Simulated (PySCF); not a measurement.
Spectrum to structure. Method: PySCF, TDDFT wB97X-D/def2-SVPD, vertical, gas phase, core orbitals frozen in the response. Geometries: GFN2-xTB, one conformer each.

| state | ν̃ (cm⁻¹) | f | main configurations (H = HOMO, L = LUMO) |
| --- | --- | --- | --- |
| S1 | 60270 | 0.0011 | H→L+1 (74%) |
| S2 | 63920 | 0.013 | H-1→L+1 (77%) |
| S3 | 65610 | 0.067 | H→L (80%) |
| S4 | 67490 | 0.114 | H-1→L (76%), H→L+3 (10%) |
| S5 | 71020 | 0.0038 | H→L+2 (48%), H→L+5 (8%), H→L+12 (8%) |
| S6 | 71790 | 0.020 | H-2→L+1 (26%), H→L+3 (21%), H→L+2 (11%) |
| S7 | 72570 | 0.0044 | H-1→L+2 (22%), H→L+3 (20%), H-2→L+1 (18%) |
| S8 | 73130 | 0.017 | H-3→L+1 (33%) |

Triplets computed (Tamm–Dancoff): 7.02, 7.61, 7.98 eV.

Orbital energies (eV): HOMO-3 -11.57, HOMO-2 -11.48, HOMO-1 -10.32, HOMO -9.99, LUMO 2.02, LUMO+1 2.08, LUMO+2 2.81.

Question: Which candidate is it? All have the formula C4H10ClFSi.
A. `CC(C)C[Si@@H](F)Cl`
B. `C[C@@H](CF)C[SiH2]Cl`
C. `CC[Si@](C)(Cl)CF`

Answer: C. Its S1, at 7.47 eV, is the lowest among the candidates; the nearest of the others has S1 at 7.75 eV. S1 is HOMO→LUMO+1 (74%). Löwdin shares by element: HOMO carbon 36% or more, chlorine 17%, silicon 16% (atoms not listed hold the other 32%); LUMO silicon 19%, carbon 16% or more, chlorine 15% (atoms not listed hold the other 50%). At the same level the other candidates give, for their lowest levels:
- `CC(C)C[Si@@H](F)Cl`: 7.85 eV (f 0.028); 8.46 eV (f 0.004); 8.73 eV (f 0.062); 9.01 eV (f 0.056); 9.06 eV (f 0.007); T1 7.42 eV; HOMO -10.49, LUMO 1.96 eV
- `C[C@@H](CF)C[SiH2]Cl`: 7.75 eV (f 0.007); 7.89 eV (f 0.012); 8.45 eV (f 0.056); 8.70 eV (f 0.010); 8.90 eV (f 0.014); T1 7.46 eV; HOMO -10.26, LUMO 2.06 eV

The values belong to the conformer `[CH3:1][CH2:2][Si@:3]([CH3:4])([Cl:5])[CH2:6][F:7]`: C1–C2–Si3–C4 -58°, C2–Si3–C6–F7 -69°.

Without π bonds the low states are Rydberg-like; a valence basis with one diffuse set may place them up to an eV too high.
